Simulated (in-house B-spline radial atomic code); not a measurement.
Settings and results of a run for Xe2+. Level of theory: scalar-relativistic (X2C) PBE0, spin-polarised, spherical fractional occupations, exact exchange averaged over the configuration, Fermi nucleus of rms radius 4.7859 fm; calculated with a radial B-spline atomic code at the basis-set limit.

Command:
```bash
python run_scf.py task.json out
```
Settings (nuclear radius in fm, mass in u):
```
Z                54
configuration    [Kr] 4d10 5s2 5p4
hamiltonian      x2c
method           pbe0
spin_polarised   True
nucleus          fermi
rms_radius       4.7859
atomic_mass      131.90416
speed_of_light   137.035999084
exact_exchange   averaged over the configuration
```

Output (hartree, bohr):
```
 radial grid: 79 intervals, B-splines of order 8, outer radius 53.7037 bohr

 iter        energy (Eh)    residual
    1       -7439.396878    4.73e-01
    2       -7442.200400    3.13e-01
    3       -7444.894091    4.80e-02
    4       -7444.972432    1.36e-02
    5       -7444.974921    4.59e-03
    6       -7444.975613    1.04e-03
    7       -7444.975633    1.55e-04
    8       -7444.975634    2.45e-05
    9       -7444.975634    1.40e-06
   10       -7444.975634    1.10e-07

 total energy                     -7444.97563
 kinetic                            7910.8566
 electron-nucleus                 -18066.8975
 Hartree                            2898.9234
 exact exchange                      -46.2771
 exchange-correlation               -141.5810

 orbital      occ     eigenvalue          <r>       <r^2>       <1/r>       r_max
 1s up      1.000     -1265.2492    0.0260349 0.000929214     61.1633     0.01642
 1s down    1.000     -1265.2450    0.0260348  0.00092921     61.1634     0.01642
 2s up      1.000      -198.5333      0.11403   0.0154003     13.9476     0.09683
 2s down    1.000      -198.5314     0.114029   0.0154002     13.9476     0.09683
 2p up      3.000      -178.3135    0.0999983   0.0122227     12.7998     0.07747
 2p down    3.000      -178.3098    0.0999992   0.0122229     12.7997     0.07747
 3s up      1.000       -41.6558     0.305734    0.106963     4.93582      0.2789
 3s down    1.000       -41.6518     0.305729    0.106958     4.93575      0.2789
 3p up      3.000       -35.0666     0.303735    0.107076     4.58609      0.2727
 3p down    3.000       -35.0616     0.303741    0.107078     4.58589      0.2728
 3d up      5.000       -25.2247     0.280666   0.0931139     4.31437      0.2259
 3d down    5.000       -25.2212     0.280655   0.0931048     4.31447      0.2259
 4s up      1.000        -8.3409      0.71675    0.580027     1.97848      0.6613
 4s down    1.000        -8.3312     0.716824    0.580026     1.97773      0.6616
 4p up      3.000        -6.2252     0.764352    0.665079     1.79529      0.6933
 4p down    3.000        -6.2146       0.7644    0.664949      1.7945      0.6936
 4d up      5.000        -3.0986      0.87592    0.894908      1.5119      0.7486
 4d down    5.000        -3.0874     0.872579    0.886683     1.51599      0.7485
 5s up      1.000        -1.5587      1.79526     3.61437    0.729564        1.61
 5s down    1.000        -1.4651      1.79033     3.60295    0.734699       1.598
 5p up      3.000        -1.0599      2.08203     4.88469    0.618206       1.837
 5p down    1.000        -0.9925      2.09975     4.98601    0.615247       1.834
```

Cost of the run: 0.74 s on 1 thread of Intel(R) Xeon(R) 6975P-C, with other jobs on the host.

One-electron X2C: radii and densities carry no picture-change correction, so inner-shell <1/r> comes out high (for 1s by about 2 % at Z = 33, 5 % at 54, 10 % at 75, 30 % at 118) and <r> low.
